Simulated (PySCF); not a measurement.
Ge(H)2(Cl)(vinyl) (C2H5ClGe), SMILES C=[CH][GeH2][Cl].

Coordinates come from a PBE-D3(BJ)/def2-SVP optimisation. This is a generated structure with no PubChem entry under its InChIKey; it may be hypothetical. One conformer was computed; it need not be the lowest.

Computed with PBE-D3(BJ)/def2-SVP (PySCF).

Frequencies are harmonic and unscaled.

```csv
mode,ν (cm⁻¹),IR (km/mol),moving atoms (share of kinetic energy)
1,102,0.0,"H 47 %, C 46 %"
2,136,1.7,"Cl 39 %, C 36 %, H 13 %, Ge 12 %"
3,328,5.8,"C 56 %, H 20 %, Ge 18 %"
4,382,0.1,H 92 %
5,404,36.5,"Cl 66 %, Ge 32 %"
6,550,35.3,"H 81 %, C 12 %"
7,570,10.3,"C 63 %, H 23 %, Ge 13 %"
8,655,26.0,"H 84 %, C 15 %"
9,740,127.8,H 95 %
10,846,85.6,H 99 %
11,949,17.4,"H 71 %, C 29 %"
12,962,8.0,"H 85 %, C 15 %"
13,988,17.5,H 95 %
14,1218,5.6,"H 73 %, C 27 %"
15,1358,12.0,"H 86 %, C 14 %"
16,1623,1.5,"C 88 %, H 12 %"
17,2079,103.3,H 99 %
18,2084,115.0,H 98 %
19,3052,8.4,H 95 %
20,3074,4.4,"H 92 %, C 8 %"
21,3151,2.0,"H 89 %, C 11 %"
```
